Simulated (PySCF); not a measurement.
## Arsenic: a sound run and one with changed settings

Sound run: As [Ar] 3d10 4s2 4p3, As⁺ [Ar] 3d10 4s2 4p2. All numbers are calculated (PySCF 2.14, a scalar-relativistic core potential, in cc-pVTZ-PP with ECP10MDF (5s4p3d1f, 39 functions)). The sound run starts from symmetry-adapted Hartree-Fock orbitals and uses a fine grid where one is needed.

Changed run: initial guess atom, at most 50 SCF cycles, level shift 10.0 hartree.

```csv
species,method,sound run (hartree),changed run (hartree),converged
As,UHF,-331.21015,-331.21014,no
As,B3LYP,-332.46986,-332.46977,no
As,PBE0,-332.38465,-332.38456,no
As⁺,UHF,-330.86383,-330.86380,no
As⁺,B3LYP,-332.10957,-332.10936,no
As⁺,PBE0,-332.02018,-332.02000,no
```

A level shift slows the SCF but leaves a converged energy unchanged.
